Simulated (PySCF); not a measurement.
## Computed structure and properties of TaO(OH)3

System: TaO(OH)3 (singlet); start: template (Cs). Method: PySCF 2.14.0, RKS PBE, Ta def2-SVP with ECP60, O def2-SVP, H def2-SVP; non-relativistic Hamiltonian with scalar-relativistic core potentials where named; density fitting; no spin-orbit coupling.

Input of the relaxation:

```python
mol = gto.M(atom='''
Ta     0.03014     0.00000    -0.00427
O      1.58414     0.00000    -0.00427
O      0.03014     1.84800    -0.00427
H      0.03014     2.74800     0.34573
O     -1.81786     0.00000    -0.00427
H     -2.71786     0.00000     0.34573
O      0.03014    -1.84800    -0.00427
H      0.03014    -2.74800     0.34573''',
    basis={'Ta': 'def2-SVP', 'O': 'def2-SVP', 'H': 'def2-SVP'},
    ecp={'Ta': 'def2-SVP'},
    charge=0, spin=0)
mf = dft.RKS(mol, xc='PBE')
mf.grids.atom_grid = (50, 194)
mf = mf.density_fit()  # fitting sets: Ta def2-universal-JKFIT, O def2-universal-JKFIT, H def2-universal-JKFIT
mf.conv_tol = 1e-08; mf.max_cycle = 55
mf.kernel(dm0)  # dm0: converged density of the start geometry
# quasi-Newton relaxation in Cartesian coordinates to a largest gradient under 0.00045 Eh/bohr, steps kept in the point group
```

Run from Python with OMP_NUM_THREADS=2; the lines above give its settings. Where DIIS fails, smearing, a level shift and second-order steps follow.
It took 4.8 min on 2 threads of Intel(R) Xeon(R) Platinum 8259CL CPU @ 2.50GHz (Skylake/Cascade Lake), with other jobs on the host, from the converged density of the start.

Course of the relaxation:

| step | energy above end (eV) | largest force component within the symmetry (eV/Å) |
| --- | --- | --- |
| 0 | 6.2833 | 17.577 |
| 1 | 4.0943 | 3.744 |
| 2 | 3.8177 | 1.801 |
| 3 | 3.6795 | 0.597 |
| 4 | 3.5516 | 1.461 |
| 5 | 3.4109 | 2.385 |
| 6 | 3.0751 | 2.162 |
| 7 | 2.5213 | 1.426 |
| 27 | 0.0023 | 0.073 |
| 28 | 0.0015 | 0.088 |
| 29 | 0.0007 | 0.086 |
| 30 | 0.0002 | 0.048 |
| 31 | 0.0001 | 0.047 |
| 32 | 0.0000 | 0.021 |
(The steps between are left out.)

Relaxed geometry (Cs, nearly C3v):

```xyz
8

Ta   -0.3400    0.0000    0.1743
O     0.5561    0.0000    1.6702
O     0.1506    1.5789   -0.8137
H     0.8015    2.2665   -0.5952
O    -2.2261    0.0000    0.5693
H    -2.6950    0.0000    1.4199
O     0.1506   -1.5789   -0.8137
H     0.8015   -2.2665   -0.5952
```

| contact | Å |
| --- | --- |
| Ta1–O2 (O) | 1.744 |
| Ta1–O3 (OH) | 1.926 |
| Ta1–O5 (OH) | 1.927 |
| Ta1–O7 (OH) | 1.926 |

On the finer grid (75, 302):

```
HOMO                                                          : -7.44 eV
LUMO                                                          : -1.03 eV
Dipole about the centre of mass                               : 0.12 D
Set of Mulliken populations of Ta1 outside the core potential : s 2.40, p 6.45, d 3.10, f 0.20
D3(BJ) dispersion energy (not in the energies)                : -0.134 eV
```

| atom | Mulliken (e) | Löwdin (e) | spin (e) |
| --- | --- | --- | --- |
| Ta1 | 0.85 | 0.16 | 0.00 |
| O2 | -0.32 | -0.15 | 0.00 |
| O3 | -0.40 | -0.12 | 0.00 |
| H4 | 0.22 | 0.12 | 0.00 |
| O5 | -0.40 | -0.12 | 0.00 |
| H6 | 0.22 | 0.12 | 0.00 |
| O7 | -0.40 | -0.12 | 0.00 |
| H8 | 0.22 | 0.12 | 0.00 |

On the grid (50, 194), as all that follows. Harmonic modes: a minimum; lowest 175 cm⁻¹ (negative: unstable), highest 3801 cm⁻¹, zero-point energy 1.100 eV.

Rigid scan of O along the line from its metal:

(distance to O2 (Å), energy (eV)): (1.44, 3.773), (1.54, 1.393), (1.64, 0.291), (1.74, 0.000), (1.84, 0.210), (1.94, 0.717), (2.04, 1.389), (2.19, 2.522)

Taking off one OH (charge -1, singlet; the rest: singlet) in vacuum, both parts rigid, costs 13.50 eV; the small basis without counterpoise inflates it. Most of it is the attraction of opposite charges; other ways to part are cheaper, and one spin state was tried for the rest.

Rigid scan of OH along the line from its metal:

distance to O3 (Å), energy (eV) and a bar:
```
     1.63      2.011 ############
     1.73      0.749 ####
     1.83      0.158 #
     1.93      0.000 
     2.03      0.114 #
     2.13      0.393 ##
     2.33      1.185 #######
     2.63      2.469 ###############
     3.03      3.873 #######################
     3.53      5.021 ##############################
```

One start shape was tried, so this needn't be the lowest isomer.

No other spin state of this charge was computed.
